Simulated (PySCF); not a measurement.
Where the electron goes

Species: C4H7NSi.
Geometry (GFN2-xTB, Å), atoms numbered from 1 in this order:
```
atom  x, y, z in Å
C1    -3.112    0.492   -0.260
N2    -1.722    0.520    0.045
C3    -0.914   -0.192   -0.611
C4     0.471   -0.191   -0.343
C5     1.666   -0.225   -0.156
Si6    3.486   -0.257    0.156
H7    -3.425    1.508   -0.509
H8    -3.652    0.195    0.640
H9    -3.374   -0.185   -1.087
H10   -1.225   -0.859   -1.435
H11    4.109    0.724   -0.734
H12    3.720    0.079    1.561
H13    3.969   -1.608   -0.146
```

Computed, not measured: TDDFT PBE0/def2-SVPD, vertical, gas phase, core orbitals frozen in the response in PySCF 2.14.0, density-fitted response routines.

Frontier orbitals with the atoms that hold most of them (Löwdin shares over 4%, at most four atoms; ? is withheld):

| orbital | ε (eV) | atoms |
| --- | --- | --- |
| HOMO-3 | -9.89 | C3 19%, Si6 15%, N2 13%, H11 12% |
| HOMO-2 | -8.17 | C5 40%, C4 38%, Si6 7%, C3 5% |
| HOMO-1 | -7.66 | ? |
| HOMO | ? | N2 61%, C3 12%, C1 11%, H10 5% |
| LUMO | -1.55 | ? |
| LUMO+1 | 0.01 | C5 25%, C4 24%, Si6 22%, C3 8% |
| LUMO+2 | 0.57 | Si6 43%, C5 14%, H13 10%, H11 9% |

Question: Give the leading atoms of the HOMO-1.

Answer: C5 (bonded to C and Si) 29%; C4 (bonded to 2 C) 24%; N2 (bonded to 2 C) 19%; C3 (bonded to C, N and H) 9%. By element: carbon 63% or more, nitrogen 19%.

Question: Which atoms hold the LUMO, and with what shares?

Answer: N2 (bonded to 2 C) 27%; C3 (bonded to C, N and H) 20%; C5 (bonded to C and Si) 18%; C4 (bonded to 2 C) 15%. By element: carbon 54% or more, nitrogen 27%.

Question: What is the HOMO energy, and the HOMO–LUMO gap?

Answer: ε(HOMO) = -7.60 eV; the gap is 6.05 eV (0.2224 hartree).

Question: How does S1 compare with the orbital gap of 6.05 eV?

Answer: S1 is at 4.27 eV (f = 0.0006), 1.78 eV below the gap, made of HOMO→LUMO (98%). Without the coupling terms of the response equations the lowest excitation would equal the gap.

Question: Give energy, strength and leading configuration of S1, S2, S3, S4 and S5, and follow the Löwdin shares of the leading atoms from the occupied to the empty orbital.

Answer: 
- S1 (4.27 eV, f 0.0006), HOMO→LUMO (98%): N2 61% → 27%, C3 12% → 20%
- S2 (4.91 eV, f 0.0002), HOMO-2→LUMO (98%): C5 40% → 18%, C4 38% → 15%, N2 at most 5% → 27%, C3 5% → 20%
- S3 (5.37 eV, f 0.358), HOMO-1→LUMO (82%): C5 29% → 18%, C4 24% → 15%, N2 19% → 27%, C3 9% → 20%
- S4 (5.97 eV, f 0.0005), HOMO-1→LUMO+1 (95%): C5 29% → 25%, C4 24% → 24%
- S5 (6.48 eV, f 0.013), HOMO→LUMO+1 (97%): N2 61% → at most 8%, C3 12% → 8%, C5 at most 6% → 25%, C4 at most 6% → 24%

Löwdin shares depend on the basis, the more so with diffuse functions.
